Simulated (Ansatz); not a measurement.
Breaking the C4–H5 bond in CH4OPb (SMILES C[O][PbH]) (multiplicity 1 held, fragments rigid). Energies count from the point at 1.096 Å.
Geometry at that point (charge 0, multiplicity 1):
```xyz
7

Pb    -0.1809    -0.2465     0.3404
H     -1.2280    -0.7418    -1.1382
O      1.0053     1.0693    -0.7791
C      0.8971     1.3487    -2.1557
H      0.7105     2.4184    -2.3063
H      1.8370     1.1000    -2.6624
H      0.0880     0.7879    -2.6394
```

Signs of static correlation in def2-SVP, with CASSCF(2,2), from Ansatz (a program for electronic structure) runs.

| R (Å) | T1 of restricted CCSD | ⟨S²⟩ of UHF | largest double amplitude of restricted CCSD | weight of the CASSCF reference in MRCISD | CASSCF natural occupations |
|---|---|---|---|---|---|
| 0.877 | 0.024 | 0.000 | 0.072 | 0.888 | 1.99 0.01 |
| 0.987 | 0.024 | 0.000 | 0.071 | 0.888 | 1.99 0.01 |
| 1.096 | 0.024 | 0.000 | 0.071 | 0.888 | 1.98 0.02 |
| 1.206 | 0.024 | 0.000 | 0.071 | 0.888 | 1.97 0.03 |
| 1.316 | 0.024 | 0.000 | 0.071 | 0.888 | 1.96 0.04 |
| 1.480 | 0.024 | 0.000 | 0.069 | 0.888 | 1.94 0.06 |
| 1.645 | 0.025 | 0.000 | 0.070 | 0.887 | 1.91 0.09 |
| 1.919 | 0.027 | [?] | 0.138 | 0.887 | 1.83 0.17 |
| 2.193 | 0.034 | [?] | 0.174 | 0.887 | 1.72 0.28 |
| 2.522 | 0.047 | 0.923 | 0.330 | 0.887 | 1.55 0.45 |
| 2.960 | 0.067 | 0.984 | 0.424 | 0.887 | 1.33 0.67 |
| 3.508 | 0.090 | 1.004 | 0.426 | 0.887 | 1.16 0.84 |

Problem. Fill in the missing entries.

Solution. 
- 1.919, ⟨S²⟩ of UHF: 0.539
- 2.193, ⟨S²⟩ of UHF: 0.793

Doubts at one or more of the structures used: a restricted determinant that unrestricted orbitals would lower (R-CCSD(T)/def2-SVP); other coupled-cluster roots lie near (R-CCSD(T)/def2-SVP); T1 above 0.05 (R-CCSD(T)/def2-SVP, U-CCSD(T)/def2-SVP); a spin-contaminated determinant (U-CCSD(T)/def2-SVP).
